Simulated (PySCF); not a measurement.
Compound: C5H8N3 (charge -1).
Geometry (GFN2-xTB, Å), atoms numbered from 1 in this order:
```
atom  x, y, z in Å
C1    -0.944    1.448    0.165
C2    -0.572    0.125   -0.511
C3    -1.387   -1.024    0.091
C4     0.893   -0.150   -0.383
C5     1.680   -0.315    0.752
N6     2.934   -0.557    0.343
N7     2.918   -0.542   -0.977
N8     1.709   -0.301   -1.444
H9    -0.386    2.268   -0.284
H10   -0.697    1.410    1.225
H11   -2.012    1.657    0.065
H12   -0.804    0.199   -1.582
H13   -1.159   -1.128    1.150
H14   -2.460   -0.849   -0.019
H15   -1.134   -1.960   -0.404
H16    1.413   -0.271    1.799
```

Probes without a nucleus sit at each ring's centroid and 1 Å off its mean plane on both sides; NICS is minus the shielding there, NICSzz its component along the normal. Level: GIAO PBE0/pcSseg-1 (PySCF, non-relativistic, gas phase) on the GFN2-xTB geometry, one conformer.

Ring bond lengths (Å), with Mayer bond orders in brackets: C4–C5 1.391 (1.37), C5–N6 1.341 (1.44), N6–N7 1.320 (1.37), N7–N8 1.318 (1.35), N8–C4 1.347 (1.44).

**Question.** What do the NICS probes read (ppm)?

**Answer.** 
| ring | type | NICS(0) | NICS(1), two faces | NICS(1)zz, two faces | rms pucker (Å) | centre to ring atoms, mean (Å) |
| --- | --- | --- | --- | --- | --- | --- |
| C4–C5–N6–N7–N8 | 5-membered ring with 3 N; formal bonds all aromatic | -12.0 | -14.1 / -14.1 | -36.1 / -36.1 | 0.00 | 1.14 |

**Question.** What can be read from them?

**Answer.** 
- C4–C5–N6–N7–N8: mean NICS(1)zz -36.1 ppm, shielded. For a flat ring without four-coordinate atoms the NICS criterion counts such a value as aromatic.

**Question.** What does the geometric index give? Use HOMA with the parameters of Krygowski (1993).

**Answer.** 
- C4–C5–N6–N7–N8: HOMA 0.99; the largest term is that of N6–N7, α(R − Ropt)² = 0.02. The geometric and the magnetic index point the same way.

**Question.** At the first NICS(1) probe listed for ring C4–C5–N6–N7–N8, 1 Å off the ring, how large is the induced field along the normal in 14.1 T applied along it?

**Answer.** NICSzz × B0 = -36.1 ppm × 14.1 T = -509 μT, against the applied field.

Time: 28 s of wall time (grids of density and orbitals included); peak memory 0.79 GiB. Hardware: one thread of an Arm Neoverse V1 (shared host). This is the whole shielding run at PBE0/pcSseg-1, SCF included.
